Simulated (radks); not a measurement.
Values are calculated unless marked as measured or tabulated.
Charge is removed step by step from the 3p down level of Zn2+, starting from [Ne] 3s2 3p(up 3, down 3) 3d10. Level of theory: non-relativistic Kohn-Sham, BLYP, spin-polarised, spherical densities, point nucleus (a radial shooting solver on a logarithmic mesh with Libxc functionals).

| removed (e) | E - E(0) (eV) | eigenvalue (eV) | E minus straight line (eV) |
|---|---|---|---|
| 0 | 0.000 | -103.00 | 0.000 |
| 0.1 | 10.398 | -104.97 | -0.930 |
| 0.2 | 20.995 | -106.98 | -1.660 |
| 0.3 | 31.795 | -109.01 | -2.188 |
| 0.4 | 42.799 | -111.08 | -2.512 |
| 0.5 | 54.011 | -113.17 | -2.628 |
| 0.6 | 65.434 | -115.29 | -2.533 |
| 0.7 | 77.069 | -117.43 | -2.225 |
| 0.8 | 88.920 | -119.59 | -1.702 |
| 0.9 | 100.99 | -121.78 | -0.961 |
| 1 | 113.28 | -124.00 | 0.000 |

Removing the whole electron costs 113.28 eV by Delta-SCF, against 103.00 eV from minus the eigenvalue at the starting occupation. Slater's transition state (half an electron removed) gives 113.17 eV. Integrating minus the eigenvalue over the occupation (Janak's theorem) gives 113.28 eV. The mean slope of the eigenvalue, de/dn, is 21.0 eV per electron.
